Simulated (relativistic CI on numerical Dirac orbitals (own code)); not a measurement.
**Magnetism of Sc²⁺, 3d, in a crystal field**

Calculated by Dirac-Coulomb-Breit CI, separate exchange-only KLI orbitals for each configuration, a model potential for QED, valence Slater integrals scaled by 0.65, one configuration in a parametric crystal field (own radial code).

Field parameters in Wybourne normalisation: Td as Oh with Dq negative (B⁴₀ = 21Dq, B⁴₄ = √(5/14) B⁴₀). The field is a parameter set, without covalency.

S is read from ⟨S²⟩ = S(S + 1).

Powder χT (cm³ K mol⁻¹) by Van Vleck's formula, with temperature-independent terms:

| Field | 2 K | 5 K | 10 K | 20 K | 50 K | 100 K | 200 K | 300 K |
| --- | --- | --- | --- | --- | --- | --- | --- | --- |
| Td, 10Dq = -1450 cm⁻¹ | 0.313 | 0.315 | 0.319 | 0.326 | 0.347 | 0.383 | 0.454 | 0.526 |
| Td, 10Dq = -7200 cm⁻¹ | 0.363 | 0.363 | 0.364 | 0.365 | 0.37 | 0.377 | 0.392 | 0.406 |
| Td, 10Dq = -8400 cm⁻¹ | 0.365 | 0.365 | 0.366 | 0.367 | 0.371 | 0.377 | 0.389 | 0.402 |
| Td, 10Dq = -9550 cm⁻¹ | 0.366 | 0.366 | 0.367 | 0.368 | 0.371 | 0.377 | 0.388 | 0.399 |
| Td, 10Dq = -10700 cm⁻¹ | 0.367 | 0.367 | 0.368 | 0.369 | 0.372 | 0.377 | 0.386 | 0.396 |
| Td, 10Dq = -11850 cm⁻¹ | 0.368 | 0.368 | 0.369 | 0.37 | 0.372 | 0.377 | 0.385 | 0.394 |
| Td, 10Dq = -13000 cm⁻¹ | 0.369 | 0.369 | 0.369 | 0.37 | 0.373 | 0.377 | 0.385 | 0.393 |
| Td, 10Dq = -14150 cm⁻¹ | 0.369 | 0.37 | 0.37 | 0.371 | 0.373 | 0.377 | 0.384 | 0.391 |

(1) For Td, 10Dq = -14150 cm⁻¹: what effective moment follows at 300 K?

Results:

(1) μ_eff = √(8χT) = 1.77 μB. The ground level has S = 0.50; the spin-only moment for S = 1/2 is 1.73 μB. The difference comes from the orbital moment, spin-orbit mixing of terms and temperature-independent paramagnetism, all larger in this ionic model than in covalent complexes.
